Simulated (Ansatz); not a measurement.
Z-matrix (Å, degrees):
```
Hf
C 1 2.566
N 1 2.044 2 85.7
C 1 2.505 2 54.0 3 178.8
C 1 2.541 2 53.0 3 137.8
O 1 1.917 2 125.7 3 -107.6
C 1 2.248 2 127.9 3 104.2
C 1 2.585 2 31.8 3 101.3
C 1 2.509 2 32.2 3 -143.5
H 2 1.080 1 118.2 3 22.0
H 3 1.008 1 129.6 2 27.9
H 3 1.012 1 122.1 2 -151.0
Si 4 1.855 1 117.6 2 159.3
H 5 1.080 1 117.4 2 -159.4
C 6 1.386 1 170.9 2 -41.9
H 7 1.097 1 108.5 2 -152.6
H 7 1.096 1 112.4 2 89.1
H 7 1.095 1 113.8 2 -33.4
H 8 1.081 1 118.9 2 -122.5
H 9 1.081 1 116.2 2 123.3
H 13 1.487 4 111.1 1 168.0
H 13 1.487 4 110.8 1 47.8
H 13 1.487 4 108.9 1 -72.5
H 15 1.096 6 110.6 1 125.2
H 15 1.096 6 111.0 1 5.0
H 15 1.096 6 110.5 1 -115.0
```

The species carries charge 0 and has multiplicity 1. Hf: def2 effective core potential.

(1) List the CAM-B3LYP/def2-TZVPP orbital energies in eV (Ansatz 0.2.0). (An estimate is asked.)

Results:

(1) The calculation gave: Occupied: -1800.87, -522.12, -390.25, -279.96, -279.20, -279.18, -279.15, -279.10, -278.89, -277.02, -145.46, -100.79, -100.78, -100.78, -68.93, -37.66, -37.33, -37.07, -28.85, -26.50, -23.97, -21.80, -21.78, -20.23, -19.54, -17.56, -17.10, -16.82, -15.21, -14.50, -14.32, -14.09, -14.07, -13.14, -12.85, -12.56, -12.49, -11.71, -11.68, -11.55, -11.21, -11.07, -10.97, -9.83, -9.74, -8.75, -8.52, -8.29, -8.23. Lowest empty: 0.76, 0.90, 1.14, 1.67, 1.87, 2.08, 2.27, 2.37.
